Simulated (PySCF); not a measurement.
# Mn⁺: excitation energy

Mn⁺ [Ar] 3d5 4s1 (7S) → Mn⁺ [Ar] 3d4 4s1 4p1 (high-spin determinant), as a difference of total energies. Computed with PySCF 2.14 in aug-cc-pVDZ (7s6p4d2f, 59 functions), with the non-relativistic Hamiltonian (point nucleus). Correlated levels: valence: [Ar] frozen. The calculations carry no spin-orbit coupling.

```tsv
method	excitation energy (eV)
UHF	9.726
LDA	11.300
PBE	11.034
PBE0	10.857
r2SCAN	10.940
B2PLYP	10.660
CAM-B3LYP	10.751
wB97M-V	10.731
revPBE	10.993
MP2 (valence)	10.429
SCS-MP2 (valence)	9.960
```

Task: How much does correlation contribute at MP2 (valence)?

Result: 10.429 − (9.726) = 0.703 eV, measured against UHF.

A first-order spin-orbit estimate (lowest level to lowest level, LS coupling) adds -0.094 eV.

The determinant of the upper state mixes LS terms, which raises its energy above the lowest term, most at the Hartree-Fock and MP2 levels.
